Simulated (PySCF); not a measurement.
MgIn at ROHF-SCS-MP2

Computed with ROHF-SCS-MP2; Mg def2-SVPD, In def2-SVPD with ECP28; scalar-relativistic core potentials (PySCF 2.14).

For MgIn, the state is ²Π (doublet), unpaired electrons π ↑ and the bond length is 3.159 Å. The harmonic wavenumber is 107 cm⁻¹ and the force constant is 0.133 mdyn/Å. The rotational constant Be is 0.08513 cm⁻¹. The anharmonicity ωexe is 2.58 cm⁻¹ and the vibration–rotation constant αe is 0.00178 cm⁻¹. The well depth De to Mg + In is 0.19 eV and the dissociation energy D0 is 0.18 eV.

Correlated steps freeze 5 core orbitals. The bond is weak. Basis-set superposition, not corrected here, can be much of De in a small basis, most of all at correlated wavefunction levels. These are scalar-relativistic numbers at best; spin–orbit coupling would shift them, the dissociation energy most. The state is the lowest determinant that a PBE0 search found; another state may lie lower at other levels.
